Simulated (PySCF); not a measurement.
Run record: geometry optimisation, `CC[O][Al]([F])[CH3]`.

Computed with PBE0-D3(BJ)/def2-SVP geometry optimisation, gas phase (PySCF 2.14.0). Start geometry: GFN2-xTB. A driver script takes a list of jobs; this job's settings line and coordinates (Å) are shown.

Command:
```bash
OMP_NUM_THREADS=1 python probes_run.py task.json out
```

Input:
```
{"job": {"xc": "PBE0", "basis": "def2-SVP", "d3": "d3bj", "grid": 1, "shake": 0.01, "kind": "geom"}, "charge": 0, "multiplicity": 1}
C     -2.480000    -0.236400     0.282150
C     -1.246370    -0.873290    -0.272010
O     -0.128430    -0.094540    -0.021040
Al     1.150700     0.944460     0.347580
C      2.920890     0.260620     0.801170
F      0.813630     2.578150     0.307550
H     -2.629410     0.760110    -0.186810
H     -3.351270    -0.829510     0.069960
H     -2.406590    -0.062290     1.371370
H     -1.104490    -1.857000     0.201800
H     -1.342300    -1.007200    -1.345220
H      3.639740     1.088320     0.909170
H      3.260460    -0.413460     0.043760
H      2.896280    -0.273070     1.762850
```

Output:
```
step   0  E = -536.03019656  max force = 0.024265
step   1  E = -536.03358874  max force = 0.005064
step   2  E = -536.03388542  max force = 0.002156
step   3  E = -536.03402557  max force = 0.002087
step   4  E = -536.03442164  max force = 0.002929
step   5  E = -536.03452556  max force = 0.007617
step   6  E = -536.03496829  max force = 0.004045
step   7  E = -536.03521030  max force = 0.003032
step   8  E = -536.03545247  max force = 0.001185
step   9  E = -536.03548949  max force = 0.000502
step  10  E = -536.03550291  max force = 0.000405
optimisation converged
```

Energies in Eh; «max force» is the largest Cartesian gradient component in Eh/bohr.

Give the first gradient maximum in eV/Å.

With 1 Eh/bohr = 51.422 eV/Å, 1.248 eV/Å.

How much energy does the optimisation release, in kJ/mol?

E(step 0) − E(last step) = 0.005306 Eh, which is 13.9 kJ/mol.

Main results: final energy -536.03550 Eh after 10 steps; dipole 1.07 D.

Where do the atoms end?

0.374 Å rms from the input after alignment:
```
atom  x, y, z in Å
C1    -2.2879   -0.1506    0.3810
C2    -1.2570   -1.0278   -0.3025
O3     0.0548   -0.6695    0.0042
Al4    1.0183    0.6884    0.2822
C5     2.8690    0.4896    0.7996
F6     0.3395    2.2027    0.0932
H7    -2.1716    0.9026    0.0806
H8    -3.3100   -0.4707    0.1254
H9    -2.1783   -0.2079    1.4759
H10   -1.4109   -2.0807   -0.0034
H11   -1.4084   -0.9927   -1.3986
H12    3.4070    1.4491    0.8079
H13    3.3936   -0.1990    0.1179
H14    2.9380    0.0529    1.8094
```

Estimate the wall time. Hardware: an Arm Neoverse V1 with one thread, shared host with 32 logical CPUs at a one-minute load of 23. And the peak memory of the process?

About 73 s, with 0.53 GiB resident at the peak, the Python interpreter and its libraries included.
Labels such as C1 count atoms from 1, the log's own numbers from 0.
